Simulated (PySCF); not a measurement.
N-methylbuta-2,3-dien-1-amine (C5H9N), SMILES C=C=CCNC. Geometry optimised at PBE0-D3(BJ)/def2-SVP. The values are those of a single conformer.

Computed equilibrium geometry at PBE0-D3(BJ)/def2-SVP (PySCF confirms it by a frequency run) as a Z-matrix (one conformer of several):
```
C
H 1 1.1065
H 1 1.1124 2 106.02
N 1 1.4439 2 107.70 3 122.49
H 4 1.0173 1 109.45 2 176.79
C 4 1.4406 5 110.62 1 -126.48
H 6 1.1003 4 110.04 5 -54.02
H 6 1.1029 7 107.13 4 119.40
H 6 1.1127 7 107.86 8 114.84
C 1 1.5022 2 108.63 3 -117.60
C 10 1.3102 1 124.74 2 115.52
C 11 1.3082 1 150.00 2 104.64
H 12 1.0954 11 121.29 1 -89.61
H 12 1.0954 13 117.40 11 179.81
H 10 1.0978 11 119.22 13 91.57
```
Charge 0, spin multiplicity 1.
